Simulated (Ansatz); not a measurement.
A structure relaxed at r2SCAN-D4/def2-SVP in Ansatz, charge 0, singlet:

Cartesian coordinates in Å:
```
S -1.946 -2.168 -1.617
Cu 0.453 -0.392 1.093
Cu 1.050 -0.192 -1.475
Cu 0.058 -2.118 -0.620
Cu -1.131 -0.166 -2.246
Cu 0.264 0.020 3.457
Cu -1.826 -0.677 0.054
Cu 2.311 -1.315 0.113
Cu 0.652 1.796 1.965
Cu -1.463 0.682 1.951
Cu 1.833 1.402 -0.011
Cu 0.310 1.768 -2.421
Cu -0.564 1.358 -0.243
```

(1) Give its formula.

(2) Summarise the bond lengths by kind (pairs closer than 1.2 times the sum of covalent radii, bridged metal pairs left out).

## Answers

(1) the cluster Cu12S.

(2) 30 × Cu–Cu 2.29 to 2.87 Å; 3 × Cu–S 2.24 to 2.25 Å.

Another isomer (singlet) lies 0.09 eV lower at PBE0-D4/def2-TZVP; other spin states weren't run for this one.
